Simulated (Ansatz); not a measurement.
A thermochemical cycle in electronic energies (no zero-point or thermal terms), species as SMILES, kcal/mol. Each molecule is optimised on its own at B3LYP-D3(BJ)/def2-TZVP (Ansatz, a first-principles code), one conformer each, not searched for the lowest. Cores are frozen in the correlated levels unless marked. UHF or UKS for open shells. No spin-orbit coupling. No relativistic terms. Basis-set limits of correlation are two-point, X^-3; Hartree-Fock from the larger set. Anions need diffuse functions, of which def2-TZVPD holds fewer than the aug- sets.

```json
[
 {"step": "electron affinity EA, positive where the anion is bound: O[SiH]O + e- → O[SiH-]O", "CCSD(T)/CBS(aug-cc-pV(T+d)Z,aug-cc-pV(Q+d)Z) (Ansatz)": "25.0", "r2SCAN-D4/def2-TZVPD (Ansatz + dftd4)": "19.3"},
 {"step": "deprotonation energy A: O[SiH2]O -> O[SiH-]O + H+", "CCSD(T)/CBS(aug-cc-pV(T+d)Z,aug-cc-pV(Q+d)Z) (Ansatz)": "389.1", "r2SCAN-D4/def2-TZVPD (Ansatz + dftd4)": "388.9"},
 {"step": "ionisation of the H atom at the same level, IE", "CCSD(T)/CBS(aug-cc-pV(T+d)Z,aug-cc-pV(Q+d)Z) (Ansatz)": "313.7", "r2SCAN-D4/def2-TZVPD (Ansatz + dftd4)": "313.7"}
]
```

Find the bond energy D: O[SiH2]O [dihydroxysilane] → O[SiH]O + H atom.

Breaking the bond, ionising the H atom and attaching the electron to the radical add up to the deprotonation, A = D + IE - EA. At CCSD(T)/CBS(aug-cc-pV(T+d)Z,aug-cc-pV(Q+d)Z): D = A - IE + EA = 389.1 - 313.7 + 25.0 = 100.4. At r2SCAN-D4/def2-TZVPD: D = A - IE + EA = 388.9 - 313.7 + 19.3 = 94.5. The functional differs from the first level by -5.9 in D, -5.7 in EA and -0.2 in A; for EA and A the gap mixes functional and basis. The site is the one shown; other sites or isomers of the anion may lie lower.
